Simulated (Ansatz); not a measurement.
Basis-set extrapolation for `CC(=O)Oc1ccccc1` (PBE0-D4/def2-TZVP geometry, frozen core, Ansatz). Multiplicity 1, RHF reference.

|  | def2-TZVPP | def2-QZVPP |
| --- | --- | --- |
| HF | -457.521123 | -457.540790 |
| MP2 correlation | -1.722865 | -1.840512 |
| CCSD(T) correlation | -1.839939 | not run |

Energies in hartree. Use E(X) = E(∞) + A·exp(−7.88·√X) for Hartree–Fock and E(X) = E(∞) + B·X^(−2.97) for correlation, with X = 3 and 4, and add CCSD(T) minus MP2 of the smaller set to the MP2 limit.

**Question.** What is the CCSD(T) energy at the basis-set limit?

**Answer.** HF limit: -457.540790 + (-0.019667) × 0.13774 = -457.54350. MP2 limit: -1.840512 + (-0.117647) × 0.74074 = -1.92766. Higher-order term: -1.839939 − (-1.722865) = -0.11707. Total: -459.58823 hartree, 6.18 eV below CCSD(T)/def2-TZVPP.
